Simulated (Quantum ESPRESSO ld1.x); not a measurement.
Coherent X-ray form factor from a spherical all-electron density. Method: scalar-relativistic Kohn-Sham, relativistic LDA (MacDonald-Vosko exchange, VWN5 correlation), spin-unpolarised, spherical densities, point nucleus; computed with ld1.x of Quantum ESPRESSO 7.5.

sin(theta)/lambda (1/angstrom)  f0 (electrons)
0.05                                    62.296
0.1                                     60.319
0.15                                    57.421
0.2                                     54.024
0.25                                    50.501
0.3                                     47.105
0.4                                     41.125
0.5                                     36.248
0.6                                     32.197
0.8                                     25.816
1                                       21.315
1.25                                    17.725
1.5                                     15.403
2                                       11.811

The species is in the configuration that NIST lists as its ground one. Which atom or ion scatters so?

Answer. The terbium ion Tb2+, [Xe] 4f9. Extrapolating in s^2 from the first two rows gives f0(0) = 63.0, near the electron count 63; among species with that count, the fall with angle is slower the higher Z, and the table is that of Z = 65; from so few rows the species is fixed only to a neighbour or two.
